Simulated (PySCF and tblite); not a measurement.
Values are calculated unless marked as measured or tabulated.
## Berry pseudorotation: stationary points, barriers and rates

System: CF₄NSi (charge -1), numbered as in [N:1]#[C:2][Si-:3]([F:4])([F:5])([F:6])[F:7].

Motion: Berry pseudorotation at Si3 with C2 as pivot. The path came from a restrained scan, a climbing-image band and a saddle search at GFN2-xTB; energies are PBE0/pcSseg-1 + D3(BJ)//B3LYP-D3(BJ)/def2-SVP, thermal terms GFN2-xTB. Rates follow Eyring's equation with the number of equivalent paths and no tunnelling. Shieldings: GIAO at the same DFT level; methyl-like tops are averaged, other torsions stay as in the two minima; line shapes leave out couplings. Run with tblite and PySCF.

```
 point  symmetry  E(GFN2) kcal/mol  E(DFT) kcal/mol  ZPE change kcal/mol  lowest mode cm⁻¹
 start       C2v               0.0              0.0                 0.00                69
saddle       C4v               0.5              4.5                 0.00               48i
   end       C2v               0.0              0.0                 0.00                69
```

```json
{"Electronic barrier": "4.5 kcal/mol", "Barrier with zero-point energy": "4.5 kcal/mol", "ΔH‡ (298 K)": "3.9 kcal/mol", "ΔS‡ (298 K, symmetry apart)": "-4.0 cal/(mol K)", "Paths": "1 equivalent path", "End point": "the same structure with atoms interchanged, or its mirror image", "Mean lifetime of the start against this motion at 298 K": "910 ps", "Cost": "64 s on 1 thread of Intel Xeon Platinum 8488C, shared host (rough), peak memory 0.65 GiB, launched as `OMP_NUM_THREADS=1 python ens_run.py task.json out`"}
```

```tsv
T/K	ΔG‡ kcal/mol	k s⁻¹
150	4.7	4×10⁵
200	4.8	2.1×10⁷
250	5.0	2.3×10⁸
298	5.1	1.1×10⁹
350	5.3	3.7×10⁹
400	5.4	9×10⁹
500	5.8	3.2×10¹⁰
```

ΔG and ΔG‡ leave out symmetry numbers and mirror images; rates count paths: 1 out.

Sites that the motion interchanges:

| nucleus | site | ppm | scale |
| --- | --- | --- | --- |
| ¹⁹F | F4, F5 | 313.4 | shielding σ |
| ¹⁹F | F6, F7 | 276.7 | shielding σ |

```tsv
nucleus	sites	¹H MHz	spread Hz	coalescence K	k there s⁻¹
¹⁹F	F4, F5 / F6, F7	250	8626	126	1.9×10⁴
¹⁹F	F4, F5 / F6, F7	500	17252	131	3.8×10⁴
¹⁹F	F4, F5 / F6, F7	800	27603	134	6.2×10⁴
```

Coalescence temperatures outside 150 to 500 K extrapolate the thermal terms and ignore freezing or boiling of a solvent. The ion is treated without a counter-ion.

Unscaled ¹⁹F shifts at such levels can be off by tens of ppm; differences are more reliable.
